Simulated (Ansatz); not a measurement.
The cluster La₃⁻, relaxed as a singlet with RKS PBE0-D4/def2-TZVPD in Ansatz, starting from the GFN2-xTB geometry. Force threshold 0.02 eV/Å.

In the def2 sets La takes a core potential; there is no spin–orbit coupling. The restricted singlet is unstable: a solution with broken spin symmetry lies lower. The structure comes from a short search, and lower isomers may exist.

Start:

```tsv
atom	x (Å)	y (Å)	z (Å)
La1	-0.3551	1.6496	1.3840
La2	0.1007	-2.0472	0.7457
La3	0.2544	0.3976	-2.1297
```

Q: Estimate the energy that the relaxation releases and the steps that it takes.

A: 13.7 kcal/mol, in 6 steps; 17 s on 4 threads of Intel Xeon on a shared host. No frequencies were taken in this run, so the end may be a saddle point.

Q: Does the start keep its bonding and symmetry?

A: By distances, no bond broke or formed. The bond that changes most is La1–La3, from 3.78 to 3.37 Å (atoms count from 1). Point group D3h at the start, D3h at the end, both within 0.05 Å.

Q: Predict the relaxed structure.

A: 
```xyz
3

La   -0.3163    1.4694    1.2326
La    0.0897   -1.8244    0.6651
La    0.2266    0.3549   -1.8977
```
Bond lengths (bridged metal pairs left out): 3 × La–La 3.37 Å.
